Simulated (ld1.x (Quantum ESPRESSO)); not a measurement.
# gold (Au): one change to a TM potential, before and after

ld1.x (Quantum ESPRESSO) 7.5 input, shortened:

```
&input
   title='Au', zed=79., rel=1, dft='BLYP', iswitch=3,
   config='[Xe] 4f14 5d8 5f-2 6s0 6p0'
 /
 &inputp
   pseudotype=2, tm=.true., lloc=2,
   nlcc=.false.
 /
4
5S  1  0   2.00   0.00  1.60  1.60  0.0
5P  2  1   6.00   0.00  1.00  1.00  0.0
5F  4  3  -2.00  -0.20  1.50  1.50  0.0
5D  3  2   8.00   0.00  1.35  1.35  0.0
 &test
   configts(1)='5s2 5p6 5d8 6s0 6p0'
 /
```

Change: wave 5d (bound): rc 1.35 bohr becomes 5d (bound): rc 1.12 bohr.

Cutoffs: the cutoffs (Ry, on a coarse ladder) from which the occupation-weighted sum of valence levels, in a spherical-Bessel basis at the reference potential, stays within 10 and 1 mRy of its value at 400 Ry; they do not see the model core or the augmentation charge, which bear on the density cutoff. Errors are all-electron minus pseudo energies relative to the spin-unpolarised reference configuration.

**Question.** Predict the effect on cutoff, ghosts and configuration errors.

**Answer.** The potential gets neither clearly harder nor softer (140 Ry and 230 Ry → 160 Ry and 230 Ry); both files keep a bound ghost (p); the number of tests that count goes from 6 to 7; of the 6 tests that both files solve, the error grows in 1 and shrinks in 4 by more than 15 % and 0.3 meV (median size 310.8 → 34.7 meV); the range in which the s phases agree widens (upper end -3.2 → at the end of the scan).

| quantity | base | changed |
| --- | --- | --- |
| cutoff, loose | 140 Ry | 160 Ry |
| cutoff, tight | 230 Ry | 230 Ry |
| loose cutoff by channel (10 mRy a level) | s 35 Ry, p 80 Ry, d 35 Ry | s 35 Ry, p 80 Ry, d 40 Ry |
| bound ghosts | p | p |
| tests counted (converged, no solver errors) | 6 of 7 | 7 of 7 |
| error for 5s2 5p6 5d10 6s1 6p0, meV [ΔE -64.34 eV] | -404 | -50 |
| error for 5s2 5p6 5d10 6s0 6p0, meV [ΔE -54.87 eV] | +14 | +18 |
| error for 5s2 5p6 5d9 6s0 6p0, meV [ΔE -33.76 eV] | +8.1 | +9.0 |
| error for 5s2 5p6 5d10 6s0.5 6p0, meV [ΔE -60.55 eV] | -217 | -19 |
| error for 5s1 5p6 5d10 6s1 6p0, meV [ΔE 50.88 eV] | -950 | -409 |
| error for 5s2 5p6 5d9 6s2 6p0, meV [ΔE -62.77 eV] | -944 | -136 |
| s: phases at 1.75 bohr within 0.05 rad from the reference energy up to (Ry; the scan ends near 5) | -3.2 | to the end of the scan |
| p: phases at 1.75 bohr within 0.05 rad from the reference energy up to (Ry; the scan ends near 5) | -1.3 | -0.5 |
| d: phases at 1.75 bohr within 0.05 rad from the reference energy up to (Ry; the scan ends near 5) | 4.7 | 4.4 |
| f: phases at 1.75 bohr within 0.05 rad from the reference energy up to (Ry; the scan ends near 5) | to the end of the scan | to the end of the scan |

Base: Tests not counted: 5s2 5p6 5d10 6s0 6p1 (an occupied level unbound or not found, printed error -2.4 eV). ld1.x printed “convergence not achieved” for 6 of the counted tests; their residual had stalled under 1e-8, short of the target of 1e-14. Changed file: ld1.x printed “convergence not achieved” for 7 of the counted tests; their residual had stalled under 1e-8, short of the target of 1e-14. A true bound ghost makes a file unfit for plane-wave use even where its test errors are small: the radial tests pick states by their node count and pass the ghost by. Where a test does run into it, the solver fails or the error is huge.
